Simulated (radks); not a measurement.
Results of a calculation; reference values are marked as such.
Problem. Radial electron density D(r) = 4 pi r^2 rho(r) of an atom or ion with 23 electrons. Code: a radial shooting solver on a logarithmic mesh with Libxc functionals. Model: non-relativistic Kohn-Sham, exchange-only r2SCAN, spin-polarised, spherical densities, point nucleus; meta-GGA in the generalised Kohn-Sham scheme.

```
   r/bohr * D(r) (the largest magnitude, 32.8, reaches the edge; | marks zero)
 0.002277 |*
 0.002965 | *
  0.00386 |  *
 0.005027 |   *
 0.006545 |      *
 0.008523 |          *
   0.0111 |               *
  0.01445 |                      *
  0.01882 |                              *
  0.02431 |                                      *
  0.03165 |                                             *
  0.04121 |                                                 *
  0.05366 |                                               *
  0.06988 |                                          *
  0.09099 |                                      *
   0.1185 |                                         *
   0.1543 |                                                 *
   0.2009 |                                                      *
   0.2595 |                                              *
   0.3379 |                              *
     0.44 |                   *
   0.5729 |                    *
    0.746 |                       *
   0.9714 |                  *
    1.265 |         *
    1.647 |   *
    2.145 | *
     2.77 |*
    3.607 *
    4.697 *
    6.116 *
```

What is the nuclear charge?

Solution. Z = 25. The innermost maximum, from 1s, lies near 1/Z = 0.04 bohr (found: 0.0432), and its height grows with Z. The density is that of the manganese ion Mn2+ in [Ne] 3s1 3p6 3d5 4s1; the configuration itself is not fixed sharply by these data, and Z only to about a unit. D(r) has 3 maxima, at r = 0.0432, 0.196, 0.728 bohr, and minima at 0.0947, 0.477 bohr, inside which lie 2.13, 10.70 electrons.
